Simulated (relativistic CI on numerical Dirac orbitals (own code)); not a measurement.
## The spin-orbit constant of Rh²⁺ from its measured fine structure

Problem. The ground term 4F of Rh²⁺ (4d7) has the measured levels J = 3/2: 4322.0, J = 5/2: 3485.7, J = 7/2: 2147.8, J = 9/2: 0.0 cm⁻¹ (measured levels as listed in Shadmi, J. Res. Natl. Bur. Stand. 70A, 435 (1966)). Test the interval rule and estimate ζ(4d).

Working.
1. In LS coupling E(J) − E(J − 1) = AJ. The intervals give A = -334.5 (J = 5/2), -382.3 (J = 7/2), -477.3 (J = 9/2) cm⁻¹.
2. These values spread by 35 % of their mean, from second-order spin-orbit mixing with other terms and from spin-spin terms.
3. The whole width divided by the sum of the upper J values gives a mean A = -411.6 cm⁻¹.
4. For the Hund term of a shell that is more than half full, A = −ζ/2S with 2S = 3, so ζ = 1235 cm⁻¹.

Check. The value calculated from Dirac-Coulomb-Breit radial functions of this configuration is ζ = 1236 cm⁻¹, 0 % above the estimate from measurement. The same recipe applied to the calculated levels returns 1161 cm⁻¹, which shows the bias of the recipe itself. Where the interval rule fails, the estimate is only rough.
